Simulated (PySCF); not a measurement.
Excitations are Tamm–Dancoff values on a coarser integration grid. The basis has no diffuse functions, so Rydberg states are missing or too high.

Cartesian coordinates (Å):
```xyz
10

N     -1.5904    -0.8595     0.1833
Ga     0.0005     0.0013     0.0078
N      1.5490    -0.9490    -0.0319
N      0.0457     1.8179    -0.0869
H     -2.4728    -0.3911     0.0760
H     -1.6843    -1.8534     0.0693
H      2.4343    -0.5309    -0.2577
H      1.5704    -1.9462    -0.1534
H      0.9004     2.3320     0.0395
H     -0.7529     2.3790     0.1539
```
Charge 0, spin multiplicity 1.

Task: Estimate the dipole moment, S1 excitation (TDA), HOMO, brightest of the four lowest singlets (TDA), S1–T1 gap (TDA), LUMO, S1 oscillator strength and HOMO–LUMO gap that TPSSh-D3(BJ)/def2-TZVP // CAM-B3LYP-D3(BJ)/def2-TZVP (PySCF 2.14.0) returns for this input.

Result: 
```
Quantity                                         Value
-------------------------------------------  ---------
dipole moment                                0.063 e·Å
S1 excitation (TDA)                            5.30 eV
HOMO                                          -5.85 eV
brightest of the four lowest singlets (TDA)    6.44 eV
S1–T1 gap (TDA)                                0.33 eV
LUMO                                          -0.07 eV
S1 oscillator strength                           0.003
HOMO–LUMO gap                                  5.77 eV
```
